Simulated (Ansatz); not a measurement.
AlS-, closed-shell singlet (lowest of 2S+1 = 1, 3, 5 at CCSD(T)/def2-TZVPP on PBE0 minima; our sources give no spin for the ground state, which may be another), most abundant isotopes (26.9815 and 31.9721 u). Constants from fifth-degree fits in 1/R to seven points on the lowest solution found; no spin–orbit coupling, no relativity up to Kr; ω_e x_e and α_e move by some per cent with the fit.

Correlated levels freeze the cores. CBS: X⁻³ extrapolation of the correlation energy, Hartree–Fock from the larger set.

Programs: Ansatz (a program for electronic structure). 

```tsv
level	r_e (Å)	ω_e (cm⁻¹)	ω_e x_e (cm⁻¹)	α_e (cm⁻¹)
PBE/def2-TZVPP	2.1147	552.2	2.09	0.00144
CCSD(T)/CBS(aug-cc-pV(Q+d)Z, aug-cc-pV(5+d)Z)	2.0970	576.8	2.13	0.00142
```

Derive the rotational constants, the centrifugal constant, the fundamental, the zero-point energy and the force constant.


μ = 14.63279 u.
- PBE/def2-TZVPP: B_e = 16.8576/(μ r_e²) = 0.25762 cm⁻¹; B₀ = B_e − α_e/2 = 0.25690 cm⁻¹; D = 4B_e³/ω_e² = 2.24e-07 cm⁻¹; fundamental ω_e − 2ω_e x_e = 548 cm⁻¹; zero-point energy ω_e/2 − ω_e x_e/4 = 276 cm⁻¹; k = μ(2πcω_e)² = 263 N/m; the line J = 1 ← 0 at 2B₀ = 15.40 GHz
- CCSD(T)/CBS(aug-cc-pV(Q+d)Z, aug-cc-pV(5+d)Z): B_e = 16.8576/(μ r_e²) = 0.26199 cm⁻¹; B₀ = B_e − α_e/2 = 0.26128 cm⁻¹; D = 4B_e³/ω_e² = 2.16e-07 cm⁻¹; fundamental ω_e − 2ω_e x_e = 573 cm⁻¹; zero-point energy ω_e/2 − ω_e x_e/4 = 288 cm⁻¹; k = μ(2πcω_e)² = 287 N/m; the line J = 1 ← 0 at 2B₀ = 15.67 GHz
